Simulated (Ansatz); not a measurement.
Molecule: MoO$_{3}$ (charge 0, triplet). The spin state was set by rule; other spins were not relaxed. 
Geometry from a B3LYP-D3(BJ)/def2-TZVP (Ansatz, a program for electronic structure) optimisation:
```
Mo
O 1 1.6955
O 1 1.6955 2 113.83
O 1 1.8926 2 116.12 3 138.80
```
Charge 0, spin multiplicity 3.

Basis-set convergence of Hartree-Fock and CCSD(T) correlation energies (hartree) with Ansatz. Correlated levels leave the core frozen unless marked. Open shells are spin-unrestricted. No spin-orbit coupling. Frozen are the shells of the preceding noble gas and the d and f shells that filled before the atom's block. Past Kr the def2 sets carry scalar-relativistic core potentials.

The UHF reference is spin-contaminated (<S^2> 0.59 over the pure value in the largest basis). The T1 diagnostic of CCSD in the largest basis is 0.073, which is high, so the coupled-cluster rows are less sure than usual.

| basis | functions | E(HF) | E(corr, CCSD(T)) |
|---|---|---|---|
| def2-SVP | 73 | -291.87371 | -0.76492 |
| def2-TZVPP | 149 | [?] | [?] |

Task: Complete the blanks.

Result: 
- def2-TZVPP, E(HF): -292.19559
- def2-TZVPP, E(corr, CCSD(T)): -0.94780
